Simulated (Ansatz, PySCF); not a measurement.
Gas-phase reaction in SMILES: [SiH3][SiH2]F [fluoro(silyl)silane] -> F[SiH2][SiH2-] + H+

Wanted: gas-phase deprotonation energy (enthalpy at 298 K), in kcal/mol. Conventions: 6-311+G** with 5d, 6d on Na to Ar in Ansatz (an electronic-structure program); non-relativistic; valence correlation only; dispersion terms only where a functional's name holds one; six Cartesian d functions in 6-31G* and its kin unless marked 5d; no spin-orbit coupling. CBS marks a two-point X^-3 extrapolation of the correlation energy; Hartree-Fock from the larger set. First-principles rows: single points at B3LYP-D3(BJ) geometries (Ansatz), with unscaled harmonic terms from B3LYP/6-31G* (Ansatz) at its own minima. Sets without +, aug- or the D of def2-TZVPD hold no diffuse functions, which anions need.

Coupled cluster (Ansatz) is a level with limits of its own, used here on species with T1 under 0.025 (0.045 for open shells) and stable references: CCSD(T)/CBS(aug-cc-pV(T+d)Z,aug-cc-pV(Q+d)Z).

Value to compare with, CCSD(T)/CBS(aug-cc-pV(T+d)Z,aug-cc-pV(Q+d)Z) (Ansatz): 355.3 kcal/mol.

| level | program | gas-phase deprotonation energy (enthalpy at 298 K) (kcal/mol) | difference |
|---|---|---|---|
| HF/6-31G* | Ansatz | 366.4 | 11.1 |
| PBE/3-21G | Ansatz | 352.1 | -3.2 |
| PBE/def2-SVP | Ansatz | 353.1 | -2.2 |
| B3LYP/6-31G* | Ansatz | 360.7 | 5.4 |
| M06-2X/6-311+G** | PySCF | 351.9 | -3.4 |
| MP2/6-311+G** | Ansatz | 358.5 | 3.2 |
| PBE/def2-TZVPD | Ansatz | 349.2 | -6.1 |

Among the 6 habitual levels, HF/6-31G* lies farthest from CCSD(T)/CBS(aug-cc-pV(T+d)Z,aug-cc-pV(Q+d)Z) (Ansatz) (11.1 kcal/mol) and PBE/def2-SVP nearest (-2.2); 3 of 6 lie above it, and their mean absolute difference is 4.8 kcal/mol, the median 3.3. One case shows no general order.

The levels are drawn from those run, B3LYP/6-31G* more often than the rest, none by its result; left out are runs that failed, that the program found above a lower state of the same kind, or whose <S^2> lies over 0.5 above the pure value.
